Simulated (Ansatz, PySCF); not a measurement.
O3S, triplet (typed; the unrestricted solution is spin-contaminated), geometry from GFN2-xTB (a higher spin typed on purpose: for a closed-shell molecule this is an excited state). Base run: PySCF with HF/cc-pVDZ.

Geometry (Å):
```xyz
4

O     -0.6828    -1.2302    -0.2372
S     -0.0108    -0.0053     0.2813
O     -0.7161     1.2191    -0.1923
O      1.4205     0.0217    -0.1331
```
Charge 0, spin multiplicity 3.
Orbitals are unrestricted.
All else is at PySCF's defaults.

The same geometry, method and basis name were run in Ansatz (an electronic-structure program) and PySCF, at each program's defaults and at the settings that a row names. The base is PySCF at its defaults. Differences at the defaults can come from grids, fitting, cores and function types together.

```json
[
 {"code and settings": "PySCF, defaults (exact integrals, spherical functions)", "ΔE vs base (mEh)": "0.000", "basis functions": "60", "E (Eh)": "-621.89402", "SCF cycles": "12", "dipole (D)": "1.66", "outcome": "converged"},
 {"code and settings": "Ansatz, defaults (factorised integrals, spherical functions)", "ΔE vs base (mEh)": "-26.512", "basis functions": "60", "E (Eh)": "-621.92053", "SCF cycles": "-", "dipole (D)": "-", "outcome": "another SCF solution"},
 {"code and settings": "PySCF, density fitting with def2-universal-jkfit", "ΔE vs base (mEh)": "0.251", "basis functions": "60", "E (Eh)": "-621.89377", "SCF cycles": "12", "dipole (D)": "1.66", "outcome": "converged"},
 {"code and settings": "Ansatz, high accuracy", "ΔE vs base (mEh)": "-26.528", "basis functions": "60", "E (Eh)": "-621.92055", "SCF cycles": "-", "dipole (D)": "-", "outcome": "another SCF solution"}
]
```

A guess, shift, damping, solver or small numerical setting can't move a converged solution much, so rows marked as another SCF solution ended in a different state.

Open shells are given as the SCF converged; they aren't shown to be the lowest states, and a large step between rows can be another state.
